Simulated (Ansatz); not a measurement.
Computed with Ansatz on PBE0-D4/def2-TZVP structures; ΔE is electronic, products minus reactants. CCSD(T)/CBS is the MP2 limit (def2-TZVPP, def2-QZVPP) plus CCSD(T) − MP2 in def2-TZVPP, frozen cores. DFT in def2-TZVPP. One conformer a species, not always the lowest.

Reaction (redistribution): `N[SiH2][SiH](N)F` + `OC([SiH3])O[SiH3]` → `N[SiH](F)[SiH2][SiH3]` + `NC(O)O[SiH3]`

`N[SiH2][SiH](N)F`:

```xyz
12

N    -0.880    1.075    1.321
Si    0.023    1.334   -0.137
Si    0.906   -0.762   -0.698
N    -0.388   -1.850   -0.530
F     2.140   -1.061    0.301
H    -0.383    0.754    2.138
H    -1.570    1.761    1.587
H     1.091    2.379   -0.060
H    -0.951    1.784   -1.169
H     1.481   -0.922   -2.057
H    -1.100   -1.692    0.164
H    -0.369   -2.800   -0.860
```

`OC([SiH3])O[SiH3]`:

```xyz
13

O     0.391    0.919   -1.244
C    -0.308   -0.058   -0.514
Si    0.086   -1.832   -1.101
O    -0.012    0.008    0.862
Si   -0.152    1.422    1.717
H     1.329    0.700   -1.234
H    -1.365    0.191   -0.675
H    -0.557   -2.839   -0.222
H     1.567   -1.979   -1.056
H    -0.383   -2.005   -2.500
H    -0.202    1.021    3.142
H    -1.403    2.126    1.323
H     1.007    2.325    1.502
```

`N[SiH](F)[SiH2][SiH3]`:

Cartesian coordinates in Å:
```
N -2.130 0.562 0.064
Si -1.005 0.110 1.257
F -1.152 0.921 2.640
Si 1.144 0.476 0.410
Si 1.477 -0.900 -1.451
H -3.084 0.241 0.087
H -2.037 1.414 -0.463
H -1.285 -1.307 1.599
H 2.173 0.200 1.451
H 1.274 1.903 -0.007
H 0.537 -0.510 -2.535
H 2.869 -0.789 -1.964
H 1.219 -2.320 -1.087
```

`NC(O)O[SiH3]`:

Z-matrix (Å, degrees):
```
C
O 1 1.400
O 1 1.396 2 106.4
N 1 1.422 2 109.9 3 -122.7
H 1 1.101 2 110.7 3 117.9
H 2 0.962 1 107.3 3 169.1
Si 3 1.657 1 123.0 2 40.8
H 4 1.014 1 109.5 2 68.9
H 4 1.012 1 110.9 2 -171.4
H 7 1.483 3 104.7 1 164.3
H 7 1.483 3 112.8 1 -76.9
H 7 1.488 3 110.4 1 46.0
```

```csv
level,ΔE (kcal/mol)
ωB97X-V,5.5
MP2/def2-TZVPP,7.7
```

Question: What does CCSD(T)/CBS give? (An estimate is asked.)

Answer: Computed: +6.7 kcal/mol. The listed levels differ from it by -1.2, 1.0 kcal/mol.

Largest T1 diagnostic among the species: 0.013.

CCSD(T)/CBS has its own doubt, a few kJ/mol and more with outer-core shells, so smaller differences from it don't rank the levels.
